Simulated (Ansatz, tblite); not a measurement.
Forces on GeHF3 at its PBE0-D4/def2-TZVP geometry. Total charge 0; singlet.

The xTB rows come from tblite.

GFN1-xTB (tblite), largest force 1.13 eV/Å:

```xyz
5
positions Å, forces eV/Å
Ge   -0.009    0.057    0.065   -0.118    0.740    0.848
H    -0.166    1.048    1.201    0.114   -0.720   -0.825
F     0.439    0.812   -1.399   -0.077   -0.250    0.193
F    -1.451   -0.799   -0.255    0.311    0.082   -0.042
F     1.187   -1.118    0.388   -0.230    0.147   -0.174
```

GFN2-xTB (tblite), largest force 0.66 eV/Å:

```
Ge -0.069 0.433 0.496
H 0.057 -0.359 -0.412
F -0.025 -0.116 0.047
F 0.120 0.009 -0.041
F -0.083 0.033 -0.091
```

r2SCAN-D4/def2-TZVP (Ansatz), largest force 0.13 eV/Å:

```
Ge -0.014 0.089 0.100
H 0.003 -0.018 -0.020
F 0.015 0.011 -0.055
F -0.042 -0.036 -0.022
F 0.038 -0.046 -0.003
```
